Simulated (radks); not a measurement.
Coherent X-ray form factor from a spherical all-electron density. Method: Dirac Kohn-Sham, LDA (Slater exchange, Perdew-Wang correlation), spin-unpolarised, spherical densities, point nucleus; computed with a radial shooting solver on a logarithmic mesh with Libxc functionals.

| sin(theta)/lambda (1/angstrom) | f0 (electrons) |
|---|---|
| 0.05 | 15.816 |
| 0.1 | 15.289 |
| 0.15 | 14.489 |
| 0.2 | 13.515 |
| 0.25 | 12.469 |
| 0.3 | 11.439 |
| 0.4 | 9.653 |
| 0.5 | 8.350 |
| 0.6 | 7.445 |
| 0.8 | 6.207 |
| 1 | 5.164 |
| 1.25 | 3.971 |
| 1.5 | 3.018 |
| 2 | 1.908 |

The species is in the configuration that NIST lists as its ground one. Which atom or ion scatters so?

Answer. The calcium ion Ca4+, [Ne] 3s2 3p4. Extrapolating in s^2 from the first two rows gives f0(0) = 16.0, near the electron count 16; among species with that count, the fall with angle is slower the higher Z, and the table is that of Z = 20; from so few rows the species is fixed only to a neighbour or two.
